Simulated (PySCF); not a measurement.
## Computed structure and properties of [SmF3(H2O)]−

System: [SmF3(H2O)]− (singlet in the valence; each metal's 4f electrons, 6 of them, lie in its core potential, out of spins and levels); start: displaced along the imaginary mode (C1). Method: PySCF 2.14.0, RKS PBE0, Sm lcecp-0-SVP with ECP52, F def2-SVP, O def2-SVP, H def2-SVP; non-relativistic Hamiltonian with scalar-relativistic core potentials where named; density fitting; no spin-orbit coupling.

Input of the relaxation:

```python
mol = gto.M(atom='''
Sm     0.16851    -0.06489     0.06487
F      1.24792     1.16743     1.56435
F     -2.09591    -0.36110     0.37864
F      1.24780    -1.56338    -1.16969
O     -1.80948     1.40570    -1.39721
H     -2.13369     1.23542    -0.45142
H     -2.08699     0.50702    -1.73012''',
    basis={'Sm': 'lcecp-0-SVP', 'F': 'def2-SVP', 'O': 'def2-SVP', 'H': 'def2-SVP'},
    ecp={'Sm': 'lcecp-0-SVP'},
    charge=-1, spin=0)
mf = dft.RKS(mol, xc='PBE0')
mf.grids.atom_grid = (50, 194)  # f atoms: unpruned, at least (60, 302)
mf = mf.density_fit()  # fitting sets: Sm AutoAux, F def2-universal-JKFIT, O def2-universal-JKFIT, H def2-universal-JKFIT
mf.conv_tol = 1e-08; mf.max_cycle = 55
mf.kernel(dm0)  # dm0: converged density of the start geometry
# quasi-Newton relaxation in Cartesian coordinates to a largest gradient under 0.00045 Eh/bohr, steps kept in the point group
```

Run from Python with OMP_NUM_THREADS=2; the lines above give its settings. Where DIIS fails, smearing, a level shift and second-order steps follow.
It took 90 s on 2 threads of Arm Neoverse V2, on a shared host, from the converged density of the start.

Course of the relaxation:

```json
{"step": "0", "energy above end (eV)": "0.3281", "largest force component within the symmetry (eV/Å)": "1.313"}
{"step": "1", "energy above end (eV)": "0.2415", "largest force component within the symmetry (eV/Å)": "0.308"}
{"step": "2", "energy above end (eV)": "0.1787", "largest force component within the symmetry (eV/Å)": "1.182"}
{"step": "3", "energy above end (eV)": "0.1087", "largest force component within the symmetry (eV/Å)": "0.873"}
{"step": "4", "energy above end (eV)": "0.1011", "largest force component within the symmetry (eV/Å)": "1.647"}
{"step": "5", "energy above end (eV)": "0.0526", "largest force component within the symmetry (eV/Å)": "0.560"}
{"step": "6", "energy above end (eV)": "0.0395", "largest force component within the symmetry (eV/Å)": "0.202"}
{"step": "7", "energy above end (eV)": "0.0259", "largest force component within the symmetry (eV/Å)": "0.165"}
{"step": "17", "energy above end (eV)": "0.0008", "largest force component within the symmetry (eV/Å)": "0.029"}
{"step": "18", "energy above end (eV)": "0.0005", "largest force component within the symmetry (eV/Å)": "0.036"}
{"step": "19", "energy above end (eV)": "0.0003", "largest force component within the symmetry (eV/Å)": "0.035"}
{"step": "20", "energy above end (eV)": "0.0001", "largest force component within the symmetry (eV/Å)": "0.029"}
{"step": "21", "energy above end (eV)": "0.0000", "largest force component within the symmetry (eV/Å)": "0.019"}
{"step": "22", "energy above end (eV)": "0.0000", "largest force component within the symmetry (eV/Å)": "0.018"}
```
(The steps between are left out.)

Relaxed geometry (C1):

```xyz
7

Sm    0.1359    0.1381    0.2062
F     1.5274    1.0591    1.6746
F    -2.1684   -0.1300    0.6372
F     0.9329   -1.3334   -1.2490
O    -1.8123    1.2442   -1.3456
H    -2.1886    0.6955   -0.5628
H    -1.8887    0.6526   -2.1012
```

```json
{"contact": "Sm1–F2 (F)", "Å": "2.223"}
{"contact": "Sm1–F3 (F)", "Å": "2.360"}
{"contact": "Sm1–F4 (F)", "Å": "2.218"}
{"contact": "Sm1–H6 (H2O)", "Å": "2.511"}
```

Short contacts between ligands at the end: H6···F3 1.46 Å.

On the finer grid (75, 302):

* HOMO: not given (4f levels lie in the core)
* LUMO: not given (4f levels lie in the core)
* Dipole about the centre of mass: 1.71 D
* Set of Mulliken populations of Sm1 outside the core potential: s 2.14, p 6.23, d 0.85, f 0.05
* D3(BJ) dispersion energy (not in the energies): -0.086 eV

```tsv
atom	Mulliken (e)	Löwdin (e)	spin (e)
Sm1	0.74	0.48	0.00
F2	-0.58	-0.50	0.00
F3	-0.58	-0.46	0.00
F4	-0.58	-0.50	0.00
O5	-0.39	-0.14	0.00
H6	0.23	0.04	0.00
H7	0.17	0.08	0.00
```

The 4f levels lie in the core potential and are missing. Their spin isn't counted.

On the grid (50, 194), as all that follows. Harmonic modes: a minimum within the noise of the softest modes; lowest 54 cm⁻¹ (negative: unstable), highest 3915 cm⁻¹, zero-point energy 0.777 eV.

Taking off one F (charge -1, singlet; the rest: singlet) in vacuum, both parts rigid, costs 5.17 eV; the small basis without counterpoise inflates it.

Rigid scan of F along the line from its metal:

```
distance to F2 (Å)  energy (eV)
              1.92        0.794
              2.02        0.301
              2.12        0.064
              2.22        0.000
              2.32        0.048
              2.42        0.165
              2.62        0.507
              2.92        1.090
              3.32        1.806
              3.82        2.528
```

Taking off one H2O (charge 0, singlet; the rest: singlet) in vacuum, both parts rigid, costs 1.40 eV; the small basis without counterpoise inflates it.

Rigid scan of H2O along the line from its metal:

(distance to O5 (Å), energy (eV)): (2.43, 0.282), (2.53, 0.110), (2.63, 0.025), (2.73, 0.000), (2.83, 0.019), (2.93, 0.067), (3.13, 0.211), (3.43, 0.462), (3.83, 0.753), (4.33, 1.003)

One start shape was tried, so this needn't be the lowest isomer.

An lcecp potential fixes the number of 4f electrons, so in runs with it no electron can move into or out of that shell.
